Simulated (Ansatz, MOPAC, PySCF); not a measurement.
Pair of molecules: SiH4 (SMILES [SiH4]) (first 5 atoms) with H2S (SMILES S); geometry from B3LYP-D3(BJ)/def2-TZVP, rigid monomers moved along the line of their centres of mass till Si1···S6 is 3.39 Å.
(charge 0, multiplicity 1):
```xyz
8

Si     0.03022    -0.04359    -0.28748
H     -0.70531     1.12782     0.23899
H     -0.11048    -0.07116    -1.76354
H     -0.54498    -1.28612     0.27250
H      1.46224     0.05876     0.06320
S      0.18739     0.04771     3.09668
H     -0.33246     1.27810     2.96227
H     -1.01635    -0.53721     2.99180
```

Monomers are frozen at their geometry in the pair; levels with a basis set take the counterpoise correction. Rows marked so take none.

Rows in 6-31G* carry no dispersion term and start afresh at each structure (6-31G* with six Cartesian d functions). The state that PM7 reach isn't checked; PM7 holds dispersion and hydrogen-bond terms.

The values were computed with Ansatz (a program for electronic structure); MOPAC for PM7 (differences of heats of formation); PySCF for 6-31G* rows, the dispersion terms. Values without a source in brackets are computed.

Question: What is the computed interaction energy (PM7)?

Answer: 1.1 kcal/mol

Question: What interaction energy does B3LYP/6-31G* (no counterpoise) give?

Answer: 1.6 kcal/mol

Question: What interaction energy does PBE-D4/def2-TZVPPD give?

Answer: -0.8 kcal/mol
